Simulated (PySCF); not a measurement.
Species: C4H10OSi.
Atom-mapped SMILES: `[CH2:1]1[CH2:2][SiH2:3][CH2:4][CH2:5][O:6]1`

The computed photoelectron lines, unassigned: C 1s: 290.05 (area 2), 292.01 (area 2) eV; O 1s: 538.03 eV; Si 1s: 1846.05 eV; Si 2p3/2: 106.29 eV.

Method used: delta-SCF UKS SCAN, pcX-2 on the ionised atom, pcseg-1 elsewhere, spin-free X2C (PySCF). One conformer (not necessarily the lowest) at the PBE0-D3(BJ)/def2-SVP geometry, without solvent, vibrations or thermal averaging.

Problem. Which carbon gives which C 1s line?

Solution. 290.05 eV: C2/C4 (sp3 carbon bound to silicon); 292.01 eV: C1/C5 (sp3 carbon bound to oxygen). The listed C 1s values span 1.96 eV, from C2/C4 (bonded to C, 2 H and Si) to C1/C5 (bonded to O, C and 2 H). Summing the Pauling electronegativity differences to the bonded atoms, each weighted by its formal bond order, gives -1.35 for the lowest site and +0.19 for the highest.

Bonded neighbours of each site: C1/C5: O, C and 2 H; C2/C4: C, 2 H and Si; Si3: 2 C and 2 H; O6: 2 C.

Problem. Which photon energy gives electrons from O 1s of O6 a kinetic energy of 20 eV, and what is their de Broglie wavelength?

Solution. hν = 538.03 + 20 = 558.03 eV, recoil neglected; λ = 12.264 Å/√(E/eV) = 2.74 Å.

One atom of each set of topologically equivalent atoms was ionised and stands for the set; in this conformer not all members are related by symmetry, and their own values weren't computed. Spin–orbit and ligand-field terms were added within each 2p shell after the spin-free SCF. 2p1/2 minus 2p3/2 (ligand field included): Si 0.62 eV.

The run took 68 s wall on one thread of an Arm Neoverse N1, no GPU, shared host with 64 logical CPUs at a one-minute load of 24, and the process peaked at 0.76 GiB of memory.
